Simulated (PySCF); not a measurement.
## Does the structure fit the spectrum?

A compound C₇H₈O₂Si gives the data below (simulated from a calculation) and was assigned the structure `O=Cc1ccccc1O[SiH3]`.

¹³C{¹H} NMR (computed): δ 202.6 (CH), 157.0 (CH2), 155.9 (C), 155.8 (C), 154.1 (CH), 131.1 (CH), 117.3 (CH).

¹H NMR (300 MHz, computed): δ 9.91 (s, 1H), 7.94 (m, 1H), 7.23 (m, 1H), 7.02 (m, 1H), 7.02 (m, 1H), 6.77 (m, 1H), 5.04 (s, 2H).

[PySCF: GFN2-xTB geometry; PBE0/pcSseg-1 with gauge-including orbitals; a single conformation; one averaged value for each set of equivalent atoms; no solvent model; non-relativistic]

Referencing at the same level of theory: ¹H (31.72 ppm) and ¹³C (186.93 ppm) vs TMS.

**Question.** Compare with the shifts computed for the proposed structure, pairing carbons in order of shift.

**Answer.** Structure with atom numbers: `[O:1]=[CH:2][c:3]1[cH:4][cH:5][cH:6][cH:7][c:8]1[O:9][SiH3:10]`. Hydrogens are named by the atom that carries them.

| atom | computed for proposal | given list | difference |
| --- | --- | --- | --- |
| C2 | 192.8 | 202.6 | -9.8 |
| C8 | 165.2 | 157.0 | +8.2 |
| C6 | 141.2 | 155.9 | -14.7 |
| C4 | 135.6 | 155.8 | -20.2 |
| C3 | 130.2 | 154.1 | -23.9 |
| C5 | 126.8 | 131.1 | -4.3 |
| C7 | 119.9 | 117.3 | +2.6 |

The rms difference is 14.1 ppm and the largest -23.9 ppm at C3 (substituted aromatic carbon). The carbon types in order of shift don't match either: CH, C, CH, CH, C, CH, CH for the proposal against CH, CH2, C, C, CH, CH, CH in the data. The proposal doesn't fit.

**Question.** Which isomer fits?

**Answer.** SMILES C=C(C=O)[SiH2]c1ccco1.

- Carbon types of the structure: 2 × C, 4 × CH, 1 × CH2, leaving 2 H on heteroatoms.
- δC 202.6: aldehyde carbonyl carbon; low-lying n→π* states of the double bond to the heteroatom give a large paramagnetic term (-259 ppm).
- δC 157.0: β carbon of a C=C–C=O unit; conjugation with the carbonyl draws π density from the β position.
- δC 131.1, 117.3: aromatic CH.
- δH 9.91: hydrogen on an aldehyde carbonyl carbon; the formyl region, downfield of aromatic protons.

Other isomers checked: C=c1oc(=C)c(C=O)c1[SiH3] (rms 17.6 ppm); O=C1C=CC=C(C[SiH3])C1=O (rms 39.3 ppm).

The shifts were computed for this structure.

Shifts are as computed. Against solution values, carbons near 30 ppm lie about +3 ppm off and those near 130 ppm about +5 ppm. Of 1211 compounds with measured shifts, 218 miss one by over three times the rms of a fit or turn the order of signals round; such compounds aren't used in these exercises. No couplings were computed; multiplicities are counted from neighbouring protons, with m where these are inequivalent, close in shift, in a saturated or five-membered ring or joined by F or P, and br s for small geminal =CH2 splittings.
